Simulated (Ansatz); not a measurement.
`[NH2][In]([Cl])[Br]` + NH₃ → `[NH2][In]([NH2])[Cl]` + HBr at 600 K and 1 bar (ligand exchange at the In–Br bond).

Calculated with Ansatz (gas phase, PBE0-D4/def2-TZVP geometries, no zero-point term in ΔE). CBS: MP2 limit from def2 TZ/QZ plus the TZ coupled-cluster correction, frozen cores. This one scheme is used for every species. def2 core potentials past Kr. For Br, In outer-core shells are correlated without core-valence functions, which leaves a few kJ/mol of doubt a bond. Scalar relativity is left out up to krypton. One conformer a species, not always the lowest.

| species | CCSD(T)/CBS energy (Eh) | H − E (kJ/mol) | S (J/(mol·K)) |
| --- | --- | --- | --- |
| `[NH2][In]([Cl])[Br]` | -3278.93729 | 121.4 | 437.8 |
| NH₃ | -56.50880 | 112.4 | 219.5 |
| `[NH2][In]([NH2])[Cl]` | -761.47968 | 192.1 | 435.5 |
| HBr | -2573.91920 | 33.5 | 219.1 |

H − E and S are ideal-gas, rigid-rotor, harmonic terms from PBE0-D4/def2-TZVP, for one conformer and one mirror image of each species. 1 Eh = 2625.50 kJ/mol, R = 8.31446 J/(mol·K).

Task: By hand: ΔE, ΔH, ΔS and ΔG.

Result: ΔE = (-761.47968) + (-2573.91920) − (-3278.93729) − (-56.50880) = 0.04721 Eh = 123.9 kJ/mol. Δ(H − E) = 192.1 + 33.5 − 121.4 − 112.4 = -8.2, so ΔH = 115.7 kJ/mol. ΔS = 435.5 + 219.1 − 437.8 − 219.5 = -2.7 J/(mol·K). ΔG = 115.7 − 600 × (-2.7)/1000 = 117.3 kJ/mol.

Task: By hand: the equilibrium constant, and the temperature at which ΔG would vanish if ΔH and ΔS stayed fixed.

Result: log₁₀ K = −ΔG/(RT ln 10) = -10.2. ΔH and −TΔS have one sign here, so there is no such temperature. One of them is within its doubt of zero, so this could turn.

The number of gas molecules stays the same, so ΔS is small and ΔH decides. A doubt of 5 kJ/mol in ΔE shifts log₁₀ K by 0.4 here. Other conformers and mirror images would add mixing entropy, several J/(mol·K) or more a flexible species. These are equilibria of isolated gas molecules and say nothing of rates. Largest T1 diagnostic: 0.014 (customary marks: 0.02 for closed shells, 0.045 for open ones).
